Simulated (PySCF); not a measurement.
## Gd(NH2)3 at several levels of theory

Computed with PySCF 2.14.0 (density fitting, no spin-orbit coupling) at the geometry relaxed with r2SCAN:

```xyz
10
Gd(NH2)3 (singlet in the valence; each metal's 4f electrons, 7 of them, lie in its core potential, out of spins and levels)
Gd    0.0000    0.0000    0.0000
N     2.2364    0.0000    0.0000
H     2.8707    0.0000    0.8028
H     2.8707    0.0000   -0.8028
N    -1.1182    1.9368    0.0000
H    -1.4353    2.4861    0.8028
H    -1.4353    2.4861   -0.8028
N    -1.1182   -1.9367    0.0000
H    -1.4354   -2.4861    0.8028
H    -1.4354   -2.4861   -0.8028
```

```json
{"level": "r2SCAN", "basis": "Gd lcecp-1-SVP with ECP53, N def2-SVP, H def2-SVP", "state": "singlet", "HOMO (eV)": "-4.33", "gap (eV)": "2.36", "charge on Gd1 (e)": "1.05", "population of f-type functions on Gd1 (polarisation alone where 4f lies in the core)": "0.06", "dipole about the centre of mass (D)": "0.00", "largest force component (eV/Å)": "0.01"}
{"level": "wB97X", "basis": "the same", "state": "singlet", "HOMO (eV)": "-7.83", "gap (eV)": "8.03", "charge on Gd1 (e)": "1.09", "population of f-type functions on Gd1 (polarisation alone where 4f lies in the core)": "0.06", "dipole about the centre of mass (D)": "0.00", "largest force component (eV/Å)": "0.17"}
```

In the lcecp rows the 4f levels are missing from HOMO and gap, and the state counts the valence alone.

Charges are Mulliken's, which hang on the basis. The relaxation used the grid (50, 194), these runs (75, 302) or, all-electron (x2c bases, spin-free X2C Hamiltonian), (99, 590).

Q: A further run in the first row's basis gives HOMO (eV) -6.79, gap (eV) 5.77, charge on Gd1 (e) 1.04, population of f-type functions on Gd1 (polarisation alone where 4f lies in the core) 0.06, dipole about the centre of mass (D) 0.00, largest force component (eV/Å) 0.08. Which level was it?
A. CAM-B3LYP
B. HF
C. B3LYP

A: A. The others give HOMO -8.85 eV (HF); -5.16 eV (B3LYP).

In the first row's basis the gap widens with exact exchange: 2.4 eV for r2SCAN (none); 3.1 eV for B3LYP (a fixed share); 5.8 to 9.3 eV for CAM-B3LYP, wB97X, Hartree–Fock (rising or full at long range).

No frequency check is given that shows the relaxed geometry to be a minimum. An lcecp potential fixes the number of 4f electrons, so in runs with it no electron can move into or out of that shell.
